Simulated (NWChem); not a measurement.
System: C₄H₃ClO; SMILES Clc1ccco1

Computed with NWChem. Structure relaxed at the PBE0/def2-SVP level. Level B3LYP/def2-SVP: single points from the atomic guess with DIIS by default; each run changes one setting, and all converged runs end within 0.3 mHa of each other. cgmin counts macro-iterations, each dearer than a DIIS step.

Task: Which setting needs the most SCF iterations, or fails (no DIIS, 40 % damping; quadratically convergent solver (cgmin); level shift of 0.5 Ha throughout; occupation smearing of 0.005 Ha; defaults)?

Result: no DIIS, 40 % damping, with 46 against 10 for the defaults.
```json
[
 {"setting": "defaults", "SCF iterations": "10"},
 {"setting": "quadratically convergent solver (cgmin)", "SCF iterations": "5"},
 {"setting": "no DIIS, 40 % damping", "SCF iterations": "46"},
 {"setting": "level shift of 0.5 Ha throughout", "SCF iterations": "13"},
 {"setting": "occupation smearing of 0.005 Ha", "SCF iterations": "10"}
]
```
